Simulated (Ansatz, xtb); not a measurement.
## Two isomers of C3H6GeO2

We compare I, `O=C[C@@H]1O[C@H]1[GeH3]`, a singlet, with II, `O=C[C@@H]1O[C@@H]1[GeH3]`, a singlet. Both are isolated molecules in the gas phase, relaxed with B3LYP-D3(BJ)/def2-SVP; the shapes shown needn't be the lowest conformers.

I (Å):

```yaml
atoms:
  - { symbol: C, position_ang: [1.1390, 1.0496, 1.8604] }
  - { symbol: C, position_ang: [1.8306, 0.2487, 0.8042] }
  - { symbol: C, position_ang: [1.4753, 0.5071, -0.6156] }
  - { symbol: Ge, position_ang: [1.6554, -0.9163, -1.9689] }
  - { symbol: O, position_ang: [0.7234, 0.5861, 2.8909] }
  - { symbol: O, position_ang: [2.6862, 0.9962, -0.0504] }
  - { symbol: H, position_ang: [1.0337, 2.1356, 1.5962] }
  - { symbol: H, position_ang: [2.1778, -0.7458, 1.1131] }
  - { symbol: H, position_ang: [0.7235, 1.2902, -0.8042] }
  - { symbol: H, position_ang: [0.2770, -1.5573, -2.2223] }
  - { symbol: H, position_ang: [2.6463, -1.9576, -1.4206] }
  - { symbol: H, position_ang: [2.1935, -0.2968, -3.2715] }
```

II (Å):

```yaml
atoms:
  - { symbol: C, position_ang: [0.5889, -1.4803, 0.5210] }
  - { symbol: C, position_ang: [0.8747, -0.0587, 0.1517] }
  - { symbol: C, position_ang: [2.0452, 0.6655, 0.7204] }
  - { symbol: Ge, position_ang: [3.3765, -0.0609, 1.9896] }
  - { symbol: O, position_ang: [-0.5045, -1.8719, 0.8409] }
  - { symbol: O, position_ang: [2.0490, 0.1692, -0.6129] }
  - { symbol: H, position_ang: [1.4808, -2.1558, 0.4720] }
  - { symbol: H, position_ang: [-0.0129, 0.5259, -0.1261] }
  - { symbol: H, position_ang: [1.9090, 1.7568, 0.7859] }
  - { symbol: H, position_ang: [4.7262, 0.6079, 1.6703] }
  - { symbol: H, position_ang: [2.9412, 0.3009, 3.4229] }
  - { symbol: H, position_ang: [3.4981, -1.5849, 1.8349] }
```

Quicker runs give these differences E(II) − E(I): GFN2-xTB −0.45 kcal/mol; HF/STO-3G +2.31 kcal/mol (at GFN2-xTB geometries); r2SCAN-D4/def2-SVP +1.99 kcal/mol (at GFN2-xTB geometries).

Q: Which of the two would you expect CCSD(T)/def2-SVP + ΔMP2/def2-TZVPP electronic energies to favour?

A: Too close to call at this level: CCSD(T)/def2-SVP + ΔMP2/def2-TZVPP gives E(II) − E(I) = +1.69 kcal/mol.

The same difference at several levels:

```json
{"level": "GFN2-xTB", "geometry": "GFN2-xTB", "E(II) − E(I) (kcal/mol)": "−0.45", "departure from the last row (kcal/mol)": "−2.14", "job, with rough time for the two": "optimisation, 0.18 s"}
{"level": "HF/STO-3G", "geometry": "GFN2-xTB", "E(II) − E(I) (kcal/mol)": "+2.31", "departure from the last row (kcal/mol)": "+0.62", "job, with rough time for the two": "single point, 0.6 s"}
{"level": "r2SCAN-D4/def2-SVP", "geometry": "GFN2-xTB", "E(II) − E(I) (kcal/mol)": "+1.99", "departure from the last row (kcal/mol)": "+0.30", "job, with rough time for the two": "single point, 6.6 s"}
{"level": "B3LYP-D3(BJ)/def2-SVP", "geometry": "B3LYP-D3(BJ)/def2-SVP", "E(II) − E(I) (kcal/mol)": "+1.54", "departure from the last row (kcal/mol)": "−0.15", "job, with rough time for the two": "optimisation, 2.3 min"}
{"level": "HF/def2-SVP", "geometry": "B3LYP-D3(BJ)/def2-SVP", "E(II) − E(I) (kcal/mol)": "+2.08", "departure from the last row (kcal/mol)": "+0.38", "job, with rough time for the two": "part of the CCSD(T) run"}
{"level": "MP2/def2-SVP", "geometry": "B3LYP-D3(BJ)/def2-SVP", "E(II) − E(I) (kcal/mol)": "+1.98", "departure from the last row (kcal/mol)": "+0.28", "job, with rough time for the two": "part of the CCSD(T) run"}
{"level": "CCSD(T)/def2-SVP", "geometry": "B3LYP-D3(BJ)/def2-SVP", "E(II) − E(I) (kcal/mol)": "+1.83", "departure from the last row (kcal/mol)": "+0.14", "job, with rough time for the two": "single point"}
{"level": "CCSD(T)/def2-SVP + ΔMP2/def2-TZVPP", "geometry": "B3LYP-D3(BJ)/def2-SVP", "E(II) − E(I) (kcal/mol)": "+1.69", "departure from the last row (kcal/mol)": "", "job, with rough time for the two": "single point, 1.8 min"}
```

As drawn, both hold the same kinds of bond in the same numbers.

GFN2-xTB finds them nearly level. The largest departure from CCSD(T)/def2-SVP + ΔMP2/def2-TZVPP is that of GFN2-xTB, 2.14 kcal/mol. The last row adds to CCSD(T) the change of the MP2 difference between the two basis sets, here −0.14 kcal/mol.

With thermal terms from frequencies at re-optimised GFN2-xTB minima (ideal gas, soft modes damped towards free rotors, one conformer each, 298.15 K, 1 atm): the zero-point term adds +0.10 kcal/mol; ΔH is +1.64 and ΔG +2.13 kcal/mol.

The correlated steps freeze 14 core orbitals; the filled d shell of Ge is correlated, in a basis made for valence electrons. Programs: Ansatz 0.2.0, xtb 6.7.1; the last row on 2 threads of Arm Neoverse V2 on a shared host.
